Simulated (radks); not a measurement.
Task: The titanium ion Ti2+, 20 electrons, occupied as [Ar] 3d2. Calculated with a radial shooting solver on a logarithmic mesh with Libxc functionals: Dirac Kohn-Sham, PBE, spin-unpolarised, spherical densities, point nucleus; open shells fill j = l - 1/2 first. Some entries of the table are withheld. Estimate them.

orbital,occ.,eigenvalue (eV),<r^2> (bohr^2)
1s1/2,2,(1),0.006512
2s1/2,2,-552.6775,0.1248
2p1/2,2,-463.8861,0.1025
2p3/2,4,-458.1115,0.1042
3s1/2,2,-78.5204,1.169
3p1/2,2,-55.1800,1.367
3p3/2,4,-54.5217,1.387
3d3/2,2,-19.6977,2.620
3d5/2,0,-19.6462,2.633
4s1/2,0,(2),9.689
4p1/2,0,-12.4512,13.35
4p3/2,0,-12.3832,13.48

Result: 
(1) 1s1/2 eigenvalue (eV): -4884.282
(2) 4s1/2 eigenvalue (eV): -16.8896
